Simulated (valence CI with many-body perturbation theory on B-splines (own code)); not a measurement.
# Ni¹⁵⁺: calculated level list

Method: valence CI with perturbative core correlation (CI+MBPT): three valence electrons over a frozen Dirac-Fock core [Ne], radial functions for each j: 11 s, 11 p, 10 d, 8 f, 5 g, 2 h, with the one-electron correlation potential Σ1 (screened to all orders), the two-electron term Σ2, the three-electron term Σ3, Breit, model QED; selected single and double excitations, second order for the rest, scaled by the run's own slope (own B-spline code, finite nucleus).

No measured spectrum was set against this ion. As an estimate, levels of excited configurations hold to 0.05 to 0.15 % of their energy, terms of the ground configuration to about 0.5 %.

Levels 46 to 90 of 173, with energies above the lowest level, 3s2 3p 2P°_1/2. "Leading %" is the weight of the configuration and term that name the level; weights of strongly mixed levels are sums over their largest components and can fall short. Lifetimes count E1, E2, E3, M1 and M2 decay at the calculated energies, and are blank where another channel may lead or the interval is too uncertain; long ones can be off by a factor of two.

| No. | Configuration | Term | J | E (cm⁻¹) | Leading % | Second component | g | Lifetime |
| --- | --- | --- | --- | --- | --- | --- | --- | --- |
| 46 | 3p2 3d | 2P | 3/2 | 1125600 | 71 | 21 % 3p2 3d 4D | 1.257 | 36.8 ps |
| 47 | 3p2 3d | 4F | 9/2 | 1129800 | 90 | 9 % 3p2 3d 2G | 1.312 | 51.8 ps |
| 48 | 3p2 3d | 4D | 1/2 | 1130900 | 76 | 22 % 3p2 3d 2P | 0.158 | 40.2 ps |
| 49 | 3p2 3d | 4D | 3/2 | 1141200 | 72 | 22 % 3p2 3d 2P | 1.222 | 38.1 ps |
| 50 | 3p2 3d | 4D | 5/2 | 1141900 | 86 | 6 % 3p2 3d 4F | 1.340 | 40.6 ps |
| 51 | 3p2 3d | 4D | 7/2 | 1153600 | 85 | 7 % 3p2 3d 2F | 1.392 | 43.0 ps |
| 52 | 3p2 3d | 2P | 1/2 | 1154200 | 71 | 23 % 3p2 3d 4D | 0.536 | 33.2 ps |
| 53 | 3p2 3d | 2G | 7/2 | 1165400 | 86 | 10 % 3s 3d2 2G | 0.899 | 122 ps |
| 54 | 3p2 3d | 2G | 9/2 | 1172600 | 80 | 10 % 3s 3d2 2G | 1.132 | 115 ps |
| 55 | 3p2 3d | 4P | 5/2 | 1181400 | 49 | 41 % 3p2 3d 2D | 1.398 | 16.0 ps |
| 56 | 3p2 3d | 2D | 3/2 | 1186600 | 49 | 36 % 3p2 3d 4P | 1.169 | 16.2 ps |
| 57 | 3p2 3d | 4P | 1/2 | 1196000 | 92 |  | 2.568 | 12.5 ps |
| 58 | 3p2 3d | 4P | 5/2 | 1198700 | 46 | 43 % 3p2 3d 2D | 1.389 | 15.9 ps |
| 59 | 3p2 3d | 4P | 3/2 | 1198800 | 57 | 28 % 3p2 3d 2D | 1.353 | 14.5 ps |
| 60 | 3p2 3d | 2P | 1/2 | 1230000 | 71 | 19 % 3s 3d2 2P | 0.777 | 22.3 ps |
| 61 | 3p2 3d | 2D | 3/2 | 1231500 | 60 | 16 % 3p2 3d 2P | 0.988 | 30.6 ps |
| 62 | 3p2 3d | 2P | 3/2 | 1247400 | 47 | 21 % 3p2 3d 2D | 1.147 | 23.9 ps |
| 63 | 3p2 3d | 2S | 1/2 | 1248900 | 80 | 9 % 3s 3d2 2S | 1.957 | 20.5 ps |
| 64 | 3p2 3d | 2F | 5/2 | 1254500 | 66 | 18 % 3p2 3d 2D | 0.930 | 15.2 ps |
| 65 | 3p2 3d | 2D | 5/2 | 1259600 | 78 | 12 % 3p2 3d 2F | 1.148 | 26.9 ps |
| 66 | 3p2 3d | 2F | 7/2 | 1264600 | 86 | 12 % 3s 3d2 2F | 1.140 | 13.4 ps |
| 67 | 3s 3d2 | 4F | 3/2 | 1283300 | 100 |  | 0.398 | 16.7 ps |
| 68 | 3s 3d2 | 4F | 5/2 | 1284700 | 100 |  | 1.028 | 17.0 ps |
| 69 | 3s 3d2 | 4F | 7/2 | 1286500 | 100 |  | 1.237 | 17.6 ps |
| 70 | 3s 3d2 | 4F | 9/2 | 1288900 | 100 |  | 1.333 | 18.3 ps |
| 71 | 3p2 3d | 2D | 5/2 | 1317400 | 90 |  | 1.181 | 12.2 ps |
| 72 | 3s 3d2 | 4P | 1/2 | 1322600 | 99 |  | 2.668 | 13.8 ps |
| 73 | 3s 3d2 | 4P | 3/2 | 1323500 | 97 |  | 1.713 | 14.0 ps |
| 74 | 3p2 3d | 2D | 3/2 | 1324200 | 92 |  | 0.821 | 12.2 ps |
| 75 | 3s 3d2 | 4P | 5/2 | 1324600 | 99 |  | 1.599 | 14.3 ps |
| 76 | 3s 3d2 | 2D | 3/2 | 1368800 | 81 | 14 % 3p2 3d 2D | 0.799 | 12.4 ps |
| 77 | 3s 3d2 | 2D | 5/2 | 1369000 | 82 | 15 % 3p2 3d 2D | 1.200 | 12.4 ps |
| 78 | 3s 3d2 | 2G | 7/2 | 1370500 | 89 | 10 % 3p2 3d 2G | 0.888 | 22.6 ps |
| 79 | 3s 3d2 | 2G | 9/2 | 1370900 | 89 | 10 % 3p2 3d 2G | 1.110 | 22.1 ps |
| 80 | 3s 3d2 | 2F | 5/2 | 1417300 | 72 | 26 % 3p2 3d 2F | 0.858 | 11.0 ps |
| 81 | 3s 3d2 | 2F | 7/2 | 1419400 | 74 | 25 % 3p2 3d 2F | 1.142 | 11.5 ps |
| 82 | 3s 3d2 | 2P | 1/2 | 1451600 | 56 | 19 % 3s 3d2 2S | 0.957 | 8.96 ps |
| 83 | 3s 3d2 | 2P | 3/2 | 1455400 | 71 | 24 % 3p2 3d 2P | 1.333 | 9.04 ps |
| 84 | 3s 3d2 | 2S | 1/2 | 1456500 | 69 | 16 % 3s 3d2 2P | 1.710 | 10.1 ps |
| 85 | 3p 3d2 | 4G° | 5/2 | 1556100 | 94 | 5 % 3p 3d2 2F° | 0.587 | 65.1 ps |
| 86 | 3p 3d2 | 4G° | 7/2 | 1563500 | 96 |  | 0.988 | 64.0 ps |
| 87 | 3p 3d2 | 4G° | 9/2 | 1573100 | 97 |  | 1.173 | 62.0 ps |
| 88 | 3p 3d2 | 4G° | 11/2 | 1585800 | 100 |  | 1.272 | 61.3 ps |
| 89 | 3p 3d2 | 2F° | 5/2 | 1591200 | 62 | 19 % 3p 3d2 2D° | 0.966 | 37.7 ps |
| 90 | 3p 3d2 | 2D° | 3/2 | 1601100 | 78 | 10 % 3p 3d2 4D° | 0.837 | 28.1 ps |

Names give the largest LS component (configuration and term), which can be under half, so a name can repeat, a term be missing and a line seem to break the LS rules; names also repeat where a configuration has a term twice.
